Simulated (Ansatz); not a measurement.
Cost and result for the atomization energy of `C#C[CH2][GaH][CH3]` (12 atoms, 11 bonds).

| atom | x (Å) | y (Å) | z (Å) |
| --- | --- | --- | --- |
| C1 | 1.113 | 2.211 | 0.587 |
| C2 | 0.334 | 1.382 | 0.980 |
| C3 | -0.586 | 0.353 | 1.387 |
| Ga4 | -0.746 | -1.112 | 0.034 |
| C5 | 0.275 | -1.042 | -1.636 |
| H6 | 1.797 | 2.958 | 0.263 |
| H7 | -1.589 | 0.761 | 1.555 |
| H8 | -0.279 | -0.101 | 2.335 |
| H9 | -1.727 | -2.292 | 0.397 |
| H10 | -0.403 | -1.039 | -2.494 |
| H11 | 0.908 | -1.928 | -1.733 |
| H12 | 0.901 | -0.150 | -1.675 |

Total charge 0; spin multiplicity 1. Correlated methods include outer-core shells of Ga, which these sets cover unevenly. Scalar relativity is left out up to krypton. Geometry: relaxed with PBE0-D4/def2-TZVP. It is one conformer, not always the lowest. Program: Ansatz. All runs use 4 threads of an Arm Neoverse V2 on a shared host. Times are those of one run each, without the atoms' runs, and a repeat can differ threefold. Electronic energies, without spin–orbit coupling; frozen cores. CCSD(T)/CBS adds CCSD(T) − MP2 in def2-TZVPP to the MP2 limit, and its time is that of the two runs behind it. T1 = 0.012. With those shells the extrapolation isn't a true limit. HSE06 is the plane-wave form, built on full-range PBE exchange.

CCSD(T)/CBS is a level of theory with its own doubt, some kJ/mol a heavy atom from the limit and from the frozen cores, so smaller differences don't rank the functionals.

```json
{"level": "LDA (SPW92)/def2-TZVPP", "functions": "270", "wall time": "1.4 s", "atomization (kcal/mol)": "1242.1", "difference from CCSD(T)/CBS": "150.0", "per bond": "13.6"}
{"level": "BLYP-D4/def2-TZVPP", "functions": "270", "wall time": "2.4 s", "atomization (kcal/mol)": "1085.1", "difference from CCSD(T)/CBS": "-7.0", "per bond": "-0.6"}
{"level": "PBE-D4/def2-TZVPP (with forces)", "functions": "270", "wall time": "2.7 s", "atomization (kcal/mol)": "1113.5", "difference from CCSD(T)/CBS": "21.4", "per bond": "1.9"}
{"level": "PBE0-D4/def2-TZVPP", "functions": "270", "wall time": "3.5 s", "atomization (kcal/mol)": "1097.6", "difference from CCSD(T)/CBS": "5.5", "per bond": "0.5"}
{"level": "HSE06-D4/def2-TZVPP", "functions": "270", "wall time": "3.8 s", "atomization (kcal/mol)": "1098.3", "difference from CCSD(T)/CBS": "6.2", "per bond": "0.6"}
{"level": "BHLYP-D4/def2-TZVPP", "functions": "270", "wall time": "3.9 s", "atomization (kcal/mol)": "1061.6", "difference from CCSD(T)/CBS": "-30.5", "per bond": "-2.8"}
{"level": "CAM-B3LYP-D4/def2-TZVPP", "functions": "270", "wall time": "4.3 s", "atomization (kcal/mol)": "1093.5", "difference from CCSD(T)/CBS": "1.4", "per bond": "0.1"}
{"level": "CCSD(T)/def2-SVP", "functions": "123", "wall time": "11 s", "atomization (kcal/mol)": "1044.7", "difference from CCSD(T)/CBS": "-47.4", "per bond": "-4.3"}
{"level": "B97M-V/def2-TZVPP", "functions": "270", "wall time": "12 s", "atomization (kcal/mol)": "1093.2", "difference from CCSD(T)/CBS": "1.1", "per bond": "0.1"}
{"level": "ωB97M-V/def2-TZVPP (with forces)", "functions": "270", "wall time": "14 s", "atomization (kcal/mol)": "1091.7", "difference from CCSD(T)/CBS": "-0.4", "per bond": "0.0"}
{"level": "MP2/def2-QZVPP", "functions": "527", "wall time": "27 s", "atomization (kcal/mol)": "1100.9", "difference from CCSD(T)/CBS": "8.8", "per bond": "0.8"}
{"level": "CCSD(T)/def2-TZVPP", "functions": "270", "wall time": "4.3 min", "atomization (kcal/mol)": "1069.2", "difference from CCSD(T)/CBS": "-22.9", "per bond": "-2.1"}
{"level": "CCSD(T)/CBS(def2)", "functions": "–", "wall time": "4.8 min", "atomization (kcal/mol)": "1092.1", "difference from CCSD(T)/CBS": "0.0", "per bond": "0.0"}
```

From PBE to PBE0 (25 % exact exchange), in def2-TZVPP and without D4, the atomization energy moves by −15.1 kcal/mol: exact exchange takes away binding that semilocal exchange gives to molecules. At CCSD(T), def2-SVP lies −47.4 kcal/mol from the extrapolated value and def2-TZVPP −22.9 kcal/mol: correlation converges slowly with the basis, and small sets miss more of it in the bonded molecule than in its fragments. Leaving LDA and LC-ωPBE aside and taking each functional with its dispersion term where it has one, the values spread over 51.9 kcal/mol, from BHLYP-D4 to PBE-D4. LDA lies +134.4 kcal/mol from PBE without D4, its usual overbinding.
